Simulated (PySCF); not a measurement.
SMILES [CH2]SC (C2H5S), doublet, PBE0/def2-SVP optimised geometry.

```
8

C     -0.75     0.99     0.00
S     -0.40    -0.68     0.00
C      1.41    -0.68     0.00
H     -1.80     1.28     0.04
H      0.01     1.73    -0.28
H      1.80    -0.17    -0.89
H      1.80    -0.20     0.91
H      1.73    -1.73    -0.02
```

Density from unrestricted PBE0/def2-TZVP (PySCF) at that geometry.

Minimum of the electron density along straight lines between bonded atoms, close to the bond critical point (lines longer than 1.1 times the sum of covalent radii, or with two minima, are not listed):

```csv
bond,length / Å,ρ at the minimum / e bohr⁻³,∇²ρ there / e bohr⁻⁵,position (fraction from the first atom)
C1–S2,1.711,0.218,(withheld),0.49
S2–C3,1.803,(withheld),(withheld),0.53
C1–H4,1.091,0.277,-0.95,0.65
C1–H5,1.092,0.275,-0.94,0.65
C3–H6,1.100,0.274,-0.93,0.65
C3–H7,1.100,0.274,-0.93,0.65
C3–H8,1.098,0.274,-0.93,0.65
```

Some entries are withheld; supply them.


- C1–S2, ∇²ρ there / e bohr⁻⁵: -0.47
- S2–C3, ρ at the minimum / e bohr⁻³: 0.187
- S2–C3, ∇²ρ there / e bohr⁻⁵: -0.33
